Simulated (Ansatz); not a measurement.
One change: `[OH][Mo]([F])([F])(=[S])[Cl]` becomes `[OH][Mo]([F])([F])([F])=[S]`.

Ansatz, PBE0-D4/def2-TZVP geometries, multiplicity 1. Each molecule was computed in one conformer, which needn't be the lowest.

Elements past krypton have def2 core potentials.

```tsv
property	`[OH][Mo]([F])([F])(=[S])[Cl]`
HOMO–LUMO gap (PBE0/def2-TZVPP) / eV	4.85
LUMO energy (B3LYP/def2-TZVPP) / eV	-4.27
HOMO–LUMO gap (B3LYP/def2-TZVPP) / eV	4.39
HOMO–LUMO gap (ωB97M-V/def2-TZVPP) / eV	9.11
LUMO energy (PBE0/def2-TZVPP) / eV	-4.07
size of the dipole moment (PBE/def2-TZVPP) / D	2.21
```

(1) Give the same properties after the change, and the shifts. (Estimate.)

Results:

(1) Computed: 
```tsv
property	`[OH][Mo]([F])([F])([F])=[S]`	shift
HOMO–LUMO gap (PBE0/def2-TZVPP) / eV	5.18	0.33
LUMO energy (B3LYP/def2-TZVPP) / eV	-4.08	0.19
HOMO–LUMO gap (B3LYP/def2-TZVPP) / eV	4.71	0.32
HOMO–LUMO gap (ωB97M-V/def2-TZVPP) / eV	9.55	0.44
LUMO energy (PBE0/def2-TZVPP) / eV	-3.86	0.21
size of the dipole moment (PBE/def2-TZVPP) / D	2.25	0.04
```

With PBE0 the HOMO falls by 0.12 eV and the LUMO rises by 0.21 eV, so the gap widens by about 0.33 eV. PBE moves the HOMO by -0.06 eV and ωB97M-V by -0.17 eV. Dipoles are sizes alone; their direction can turn.

B3LYP here is the variant with VWN-RPA as its local correlation; programs differ in this.
